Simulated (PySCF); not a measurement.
CH2I, SMILES [CH2]I, multiplicity 2.

Geometry: B3LYP-D3(BJ)/def2-TZVP. The isomer is the one that the SMILES or the coordinates give; other isomers of the formula were not compared. The def2 effective core potentials stand for the cores of I; spin–orbit coupling is left out.

The numbers are results of PySCF 2.14.0 with TDA-ωB97X/def2-TZVPD, not measurements.

Vertical excitations. Isolated molecule, no solvent.

Task: Estimate the UV-visible absorptions. (An estimate is asked for; the answer gives what the named calculation found.)

Result: 
```
state    energy (eV)  λ (nm)      f                                                                                               main pairs
-------  -----------  ------  -----  -------------------------------------------------------------------------------------------------------
root 1          3.71     334  0.000                                                 α HOMO→LUMO 71 %, α HOMO→LUMO+3 14 %, α HOMO→LUMO+4 12 %
root 2          4.05     306  0.000                                                                                         β HOMO→LUMO 98 %
root 3          4.73     262  0.063                                                                                       β HOMO−1→LUMO 94 %
root 4          4.89     254  0.000     α HOMO−1→LUMO 51 %, α HOMO−1→LUMO+4 11 %, α HOMO−1→LUMO+3 8 %, β HOMO→LUMO+1 15 %, β HOMO→LUMO+5 6 %
root 5          5.65     219  0.000                            α HOMO−1→LUMO 21 %, β HOMO→LUMO+1 47 %, β HOMO→LUMO+5 14 %, β HOMO→LUMO+4 9 %
root 6          5.68     218  0.000  α HOMO−2→LUMO 8 %, β HOMO−1→LUMO+1 45 %, β HOMO−1→LUMO+5 16 %, β HOMO−1→LUMO+4 11 %, β HOMO−2→LUMO 10 %
root 7          5.88     211  0.004                                               α HOMO→LUMO+4 46 %, α HOMO→LUMO+3 38 %, β HOMO−2→LUMO 11 %
root 8          6.12     203  0.000                                                                                       β HOMO−2→LUMO 73 %
root 9          6.69     185  0.000                                                                                       α HOMO→LUMO+1 89 %
root 10         6.76     184  0.018                        α HOMO−2→LUMO 52 %, α HOMO−2→LUMO+3 13 %, α HOMO→LUMO+5 11 %, β HOMO−1→LUMO+1 7 %
```
Unrestricted roots are not spin-pure.
